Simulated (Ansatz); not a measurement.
Geometry optimisation, RKS PBE0/def2-SVP in Ansatz 0.2.0.

Input file:

```yaml
crystal:
  periodic: [false, false, false]
  atoms:
    - { symbol: B, position_ang: [0.0, 0.0, 0.0] }
    - { symbol: Cl, position_ang: [0.0, 0.0, 2.21] }
    - { symbol: "N", position_ang: [1.3423, 0.0, -0.775] }
    - { symbol: H, position_ang: [1.8089, -0.9179, -1.0268] }
    - { symbol: H, position_ang: [1.7937, 0.9179, -1.0532] }
    - { symbol: H, position_ang: [-1.0305, 0.0, -0.595] }
    - { symbol: S, position_ang: [0.0982, 2.076, 0.6906] }
    - { symbol: H, position_ang: [0.6507, 2.1151, 1.9763] }
    - { symbol: H, position_ang: [0.0608, 1.2857, 1.8263] }
basis:
  gaussian: { orbitals: def2-SVP }
hamiltonian:
  xc: pbe0
relax:
  f_tol: 0.15
  max_steps: 25
  restrain:
    - { distance: [0, 6], at: 1.89, k: 30.0 }
    - { distance: [8, 1], at: 1.37, k: 30.0 }
    - { distance: [0, 1], at: 3.06, k: 30.0 }
    - { distance: [8, 6], at: 2.6, k: 30.0 }
```

Launched with:

```bash
$ ansatz run input.yaml --threads 2 --pin off --max-ram 3072MiB --backend cpu --events-out ev --progress --plain --runs-dir out
```

Problem. Where does it end, and by what steps?

Solution. It converged. The restraints hold the end off the free minimum. After 13 steps the energy has fallen by 5.442 eV (the restraints' own energy left out); H8 moved furthest, 1.64 Å. Parted: B1–Cl2, Cl2–S7, S7–H9.

```
step  energy less start (eV)  largest force component (eV/Å)  accepted
   0                  0.0000                           7.328       yes
   1                 -2.1286                           3.590       yes
   2                 -2.9935                           3.587       yes
   3                 -3.5906                           3.656       yes
   4                 -4.3988                           2.044       yes
   5                 -4.8420                           1.416       yes
   6                 -4.9809                           1.445       yes
   7                 -5.1174                           1.448       yes
   8                 -5.2464                           1.230       yes
   9                 -5.3479                           1.042       yes
  10                 -5.4086                           1.016       yes
  11                 -5.4150                           1.041       yes
  12                 -5.3864                           1.530        no
  13                 -5.4418                           0.978       yes
```

```xyz
9
Properties=species:S:1:pos:R:3
B 0.063 0.612 -0.216
Cl -0.046 -0.720 2.551
N 1.311 0.126 -0.583
H 1.431 -0.825 -0.908
H 2.176 0.642 -0.507
H -0.946 -0.015 -0.400
S -0.214 2.339 0.441
H 1.081 2.721 0.515
H -0.131 0.597 2.360
```

The run took 27 s on 2 threads of Arm Neoverse V2 (shared host), peak memory 0.18 GiB.
